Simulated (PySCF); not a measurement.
# Dipole response of B (boron, neutral)

[He] 2s2 2p1, 2P determinant. All numbers are calculated (PySCF 2.14, no relativity, point nucleus, in aug-cc-pV5Z (7s6p5d4f3g2h, 127 functions)). Coupled (time-dependent) response in atomic units; α is the mean over directions.

```
method  mean α (bohr³)         α xx, yy, zz  C₆ (like pair)  S(−4)
   UHF           22.20  20.50, 25.61, 20.50           106.1  429.3
   PBE           23.83  20.86, 29.75, 20.86           116.9  413.3
  PBE0           22.63  20.21, 27.48, 20.21           110.1  347.3
```

S(−4) is the Cauchy moment in α(ω) = α(0) + S(−4) ω² + …

Reference α: 20.5 ± 0.1 bohr³ (recommended; Schwerdtfeger and Nagle, table of static dipole polarizabilities (2023 update)). Published C₆: 99.50 (Chu and Dalgarno (2004); Tang, Norbeck and Certain (1976)).

α(iu) at PBE0:

```
u (hartree)  α(iu) (bohr³)
          0          22.63
     0.0500          21.81
      0.100          19.77
      0.200          14.80
      0.300          10.75
      0.500          6.004
      0.750          3.361
       1.00          2.130
       1.50          1.076
       2.00         0.6508
       3.00         0.3169
       5.00         0.1283
```

A single London oscillator, α(iu) = α/(1 + u²/ω²), gives C₆ = (3/4) ω α². Matching the computed C₆ needs ω = 4 × 110.1 / (3 × 22.63²) = 0.287 hartree.

The components differ because the open shell of this determinant is not spherical; for a pure term their mean is the scalar polarisability.
